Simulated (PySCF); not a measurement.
C4H4S, charge +1, doublet, at a GFN2-xTB geometry (a state made from the parent by changing its charge; the spin is typed, not shown lowest), with bond 7-2 at 1.3 times its length; PBE/STO-3G (PySCF).

PySCF was given this input:
```python
from pyscf import gto, scf, dft

mol = gto.M(
    atom='''
C     0.370399   -1.391271    0.160369
C    -1.004495   -1.070424    0.213372
C    -1.230568    0.253898    0.051892
S     0.313475    1.156049   -0.176609
C     1.182588   -0.261496   -0.047527
H     0.764030   -2.390015    0.266578
H    -2.012450   -2.021928    0.411068
H    -2.164057    0.787291    0.045643
H     2.256731   -0.275940   -0.120553
''',
    basis='sto-3g',
    charge=1,
    spin=1,
    verbose=4,
)

mf = dft.UKS(mol)
mf.xc = 'pbe'
mf.DIIS = scf.EDIIS
mf.kernel()
mf.analyze()
```

### Question
Write the output that PySCF gives for this input, abridged.

### Answer

```
PySCF version 2.14.0

[INPUT] verbose = 4
[INPUT] num. atoms = 9
[INPUT] num. electrons = 43
[INPUT] charge = 1
[INPUT] spin (= nelec alpha-beta = 2S) = 1
[INPUT] symmetry False subgroup None
[INPUT] Mole.unit = angstrom
[INPUT] Symbol           X                Y                Z      unit          X                Y                Z       unit  Magmom
[...]
nuclear repulsion = 200.310839412641
number of shells = 21
number of NR pGTOs = 99
number of NR cGTOs = 33
basis = sto-3g
ecp = {}

******** <class 'pyscf.dft.uks.UKS'> ********
method = UKS
initial guess = minao
damping factor = 0
level_shift factor = 0
DIIS = <class 'pyscf.scf.diis.EDIIS'>
diis_start_cycle = 1
diis_space = 8
diis_damp = 0
SCF conv_tol = 1e-09
SCF conv_tol_grad = None
SCF max_cycles = 50
direct_scf = True
direct_scf_tol = 1e-13
number electrons alpha = 22  beta = 21
XC library pyscf.dft.libxc version 7.1.2
    S. Lehtola, C. Steigemann, M. J. T. Oliveira, and M. A. L. Marques,  SoftwareX 7, 1–5 (2018)
XC functionals = pbe
    J. P. Perdew, K. Burke, and M. Ernzerhof,  Phys. Rev. Lett. 77, 3865 (1996)
    J. P. Perdew, K. Burke, and M. Ernzerhof,  Phys. Rev. Lett. 78, 1396 (1997)
    J. P. Perdew, K. Burke, and M. Ernzerhof,  Phys. Rev. Lett. 77, 3865 (1996)
    J. P. Perdew, K. Burke, and M. Ernzerhof,  Phys. Rev. Lett. 78, 1396 (1997)
radial grids:
    Treutler-Ahlrichs [JCP 102, 346 (1995); DOI:10.1063/1.469408] (M4) radial grids

becke partition: Becke, JCP 88, 2547 (1988); DOI:10.1063/1.454033
pruning grids: <function nwchem_prune>
grids dens level: 3
symmetrized grids: False
atomic radii adjust function: <function treutler_atomic_radii_adjust>
small_rho_cutoff = 0
Set gradient conv threshold to 3.16228e-05
tot grids = 114584
init E= -546.750782045032

cycle= 1 E= -546.034223393361  delta_E= 0.717  |g|= 0.122  |ddm|= 3.07
cycle= 2 E= -546.019112666957  delta_E= 0.0151  |g|= 0.193  |ddm|= 0.57
cycle= 3 E= -546.034833502394  delta_E= -0.0157  |g|= 0.123  |ddm|= 0.567
cycle= 4 E= -546.038807029654  delta_E= -0.00397  |g|= 0.11  |ddm|= 0.369
cycle= 5 E= -546.043369439107  delta_E= -0.00456  |g|= 0.0724  |ddm|= 0.0765
cycle= 6 E= -546.043369437356  delta_E= 1.75e-09  |g|= 0.0724  |ddm|= 1.67e-07
cycle= 7 E= -546.043369440591  delta_E= -3.23e-09  |g|= 0.0724  |ddm|= 1.8e-07
cycle= 8 E= -546.043369439795  delta_E= 7.96e-10  |g|= 0.0724  |ddm|= 4.74e-08
cycle= 9 E= -546.043369440056  delta_E= -2.61e-10  |g|= 0.0724  |ddm|= 6.48e-08
[...]
SCF not converged.
Total Energy =                        -544.880072836504269
[...]
 ** Mulliken Spin Density (per AO)  **
spin_pop of  0 C 1s       -0.00000
spin_pop of  0 C 2s        0.01037
spin_pop of  0 C 2px       0.00317
spin_pop of  0 C 2py       0.00844
spin_pop of  0 C 2pz       0.33523
spin_pop of  1 C 1s       -0.00000
spin_pop of  1 C 2s       -0.00025
spin_pop of  1 C 2px      -0.00142
spin_pop of  1 C 2py       0.00003
spin_pop of  1 C 2pz       0.20482
spin_pop of  2 C 1s       -0.00001
spin_pop of  2 C 2s        0.01526
spin_pop of  2 C 2px       0.00654
spin_pop of  2 C 2py       0.00699
spin_pop of  2 C 2pz       0.11018
spin_pop of  3 S 1s        0.00000
spin_pop of  3 S 2s        0.00000
spin_pop of  3 S 3s        0.00108
spin_pop of  3 S 2px      -0.00000
spin_pop of  3 S 2py      -0.00000
spin_pop of  3 S 2pz       0.00001
spin_pop of  3 S 3px      -0.00638
spin_pop of  3 S 3py      -0.00618
spin_pop of  3 S 3pz       0.01352
spin_pop of  4 C 1s       -0.00000
spin_pop of  4 C 2s        0.00932
spin_pop of  4 C 2px       0.00567
spin_pop of  4 C 2py       0.00739
spin_pop of  4 C 2pz       0.31394
spin_pop of  5 H 1s       -0.00905
spin_pop of  6 H 1s       -0.00743
spin_pop of  7 H 1s       -0.01313
spin_pop of  8 H 1s       -0.00808
 ** Mulliken Spin Density (per atom)  **
spin density of  0 C =      0.35719
spin density of  1 C =      0.20317
spin density of  2 C =      0.13897
spin density of  3 S =      0.00205
spin density of  4 C =      0.33632
spin density of  5 H =     -0.00905
spin density of  6 H =     -0.00743
spin density of  7 H =     -0.01313
spin density of  8 H =     -0.00808
 ** Mulliken pop alpha/beta on meta-lowdin orthogonal AOs **
 ** Mulliken pop       alpha | beta **
[...]
In total            22.00000 | 21.00000
 ** Mulliken atomic charges   ( Nelec_alpha | Nelec_beta ) **
charge of  0C =     -0.38844  (     3.37282      3.01563 )
charge of  1C =      1.05559  (     2.57379      2.37062 )
charge of  2C =      1.26456  (     2.43720      2.29824 )
charge of  3S =     -0.28301  (     8.14253      8.14048 )
charge of  4C =     -0.90843  (     3.62238      3.28606 )
charge of  5H =      0.14880  (     0.42108      0.43013 )
charge of  6H =     -0.07474  (     0.53365      0.54109 )
charge of  7H =      0.01259  (     0.48714      0.50027 )
charge of  8H =      0.17309  (     0.40941      0.41750 )

WARN: System has nonzero charge 1; the dipole moment is origin-dependent.
Location of origin: [0. 0. 0.]

Dipole moment(X, Y, Z, Debye): -16.17445, -4.20634,  1.69175
```

Convergence was not reached.
